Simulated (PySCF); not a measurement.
C6H7FO2 (charge -1 and doublet state).
Cartesian coordinates in Å at the GFN2-xTB level; atoms count from 1:
```xyz
16
C6H7FO2 angstrom
C      1.9285   -0.5886   -0.0829
C      0.4845   -0.4490    0.3750
C     -0.5423   -0.7907   -0.7192
O     -0.2658   -1.2727   -1.8330
C     -1.8592   -0.2313   -0.2631
C     -1.2229    1.1303   -0.1441
O     -1.5441    2.1688   -0.7679
C      0.0560    0.9815    0.6584
F     -0.1536    1.2024    2.0605
H      2.1297   -1.6241   -0.3508
H      2.6208   -0.2805    0.7013
H      2.0918    0.0240   -0.9669
H      0.3148   -1.0774    1.2633
H     -2.2153   -0.6450    0.6903
H     -2.6386   -0.2683   -1.0199
H      0.8079    1.7292    0.3875
```

The hyperfine couplings belong to this conformer and change with its torsions.

Identity: `C[C@@H]1[C]([O-])CC(=O)[C@H]1F` [radical] (charge -1).

Theory: UKS B3LYP, pcH-1 on C F H O, non-relativistic, mean-field spin-orbit, GIAO (PySCF). Whether the extra electron is bound in the gas phase wasn't checked; a finite basis holds it in any case. A GFN2-xTB geometry isn't a minimum of the functional, and hyperfine couplings can be far from their values at a DFT geometry, by a factor of two or more for some ions and for spin on atoms past the first row. The SCF solution wasn't tested for stability.

Principal values of hyperfine tensors in MHz (contact and dipolar terms together), for some of the nuclei:

```json
{"atom": "F9", "isotope": "19F", "A1": "263.04", "A2": "266.44", "A3": "487.26"}
{"atom": "H14", "isotope": "1H", "A1": "105.36", "A2": "106.98", "A3": "110.48"}
{"atom": "H13", "isotope": "1H", "A1": "65.35", "A2": "66.63", "A3": "70.80"}
{"atom": "C6", "isotope": "13C", "A1": "-0.54", "A2": "4.18", "A3": "72.01"}
{"atom": "C5", "isotope": "13C", "A1": "-26.24", "A2": "-25.60", "A3": "-22.51"}
{"atom": "O7", "isotope": "17O", "A1": "-114.13", "A2": "21.82", "A3": "22.69"}
{"atom": "C8", "isotope": "13C", "A1": "16.56", "A2": "18.89", "A3": "27.07"}
{"atom": "O4", "isotope": "17O", "A1": "-80.39", "A2": "15.05", "A3": "16.05"}
```

**Question.** Give the isotropic coupling of each nucleus in MHz and in mT (g = 2.0051), and the anisotropic part.

**Answer.** a_iso = (A1 + A2 + A3)/3, Ti = Ai − a_iso; 1 mT corresponds to 28.064 MHz.

```csv
atom,a_iso (MHz),a_iso (mT),T1,T2,T3
F9,338.91,12.076,-75.87,-72.47,148.34
H14,107.61,3.834,-2.25,-0.63,2.87
H13,67.59,2.409,-2.24,-0.96,3.20
C6,25.22,0.898,-25.76,-21.03,46.79
C5,-24.79,-0.883,-1.46,-0.82,2.27
O7,-23.21,-0.827,-90.92,45.03,45.90
C8,20.84,0.743,-4.28,-1.95,6.23
O4,-16.43,-0.586,-63.96,31.48,32.48
```

**Question.** What spin density at the nucleus of C5 lies behind its contact coupling (g_N = 1.40482)?

**Answer.** a_FC = 800.24 MHz bohr³ × g_N × ρ(0)/(2S). With a_FC = -24.79 MHz and 2S = 1, ρ(0) = -0.02205 bohr⁻³.

**Question.** C3 (13C, g_N = 1.40482) isn't in the table. Its spin density at the nucleus is 0.02473 bohr⁻³. What is its contact coupling?

**Answer.** By the same relation, a_FC = 27.8 MHz. Its full tensor has the principal values 8.97, 12.11, 62.32 MHz.

**Question.** Which nucleus of the table has the largest anisotropic coupling, and what is its form?

**Answer.** F9: -75.9, -72.5, 148.3 MHz, nearly axial, close to the ratio −1:−1:+2.

**Question.** What first-order splitting does F9 cause when the field lies along A1, A2 or A3 of its tensor (g taken as isotropic, no quadrupole term)?

**Answer.** 2 lines (I = 1/2), spaced by |A_i|/(g × 13.996): 9.37, 9.49, 17.36 mT along the axes of A1, A2 and A3.

Time: 1.8 min of wall time (grids of density and orbitals included); peak memory 0.97 GiB. Hardware: an Arm Neoverse V1 with one thread, shared host with 32 logical CPUs at a one-minute load of 23.
